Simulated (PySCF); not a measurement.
SMILES C[CH](C)[AlH][Cl], singlet, PBE0/def2-SVP optimised geometry.

```
13

Al    -0.07    -1.10     0.00
Cl     2.05    -1.10     0.00
H     -0.76    -2.53     0.03
C     -0.98     0.64     0.00
C     -0.50     1.55    -1.14
C     -0.81     1.33     1.36
H     -2.05     0.43    -0.15
H     -1.01     2.53    -1.11
H      0.58     1.74    -1.08
H     -0.70     1.11    -2.14
H     -1.21     0.73     2.19
H     -1.33     2.30     1.38
H      0.25     1.54     1.59
```

Density from PBE0/def2-TZVP in PySCF at that geometry.

Minimum of the electron density along straight lines between bonded atoms, close to the bond critical point (lines longer than 1.1 times the sum of covalent radii, or with two minima, are not listed):

```
bond     length / Å  ρ at the minimum / e bohr⁻³  ∇²ρ there / e bohr⁻⁵  position (fraction from the first atom)
-------  ----------  ---------------------------  --------------------  ---------------------------------------
Al1–Cl2       2.119                            …                     …                                     0.38
Al1–H3        1.585                        0.084                     …                                     0.50
Al1–C4        1.967                        0.089                  0.24                                     0.40
C4–C5         1.531                        0.240                 -0.57                                     0.50
C4–C6         1.534                        0.238                 -0.56                                     0.50
C4–H7         1.107                        0.266                 -0.86                                     0.64
C5–H8         1.105                        0.269                 -0.89                                     0.64
C5–H9         1.103                        0.271                 -0.91                                     0.64
C5–H10        1.103                        0.270                 -0.90                                     0.64
C6–H11        1.103                        0.270                 -0.90                                     0.64
C6–H12        1.105                        0.269                 -0.89                                     0.64
C6–H13        1.103                        0.271                 -0.91                                     0.64
```

Problem. Fill in the missing entries.

Solution. 
- Al1–Cl2, ρ at the minimum / e bohr⁻³: 0.071
- Al1–Cl2, ∇²ρ there / e bohr⁻⁵: 0.29
- Al1–H3, ∇²ρ there / e bohr⁻⁵: 0.21
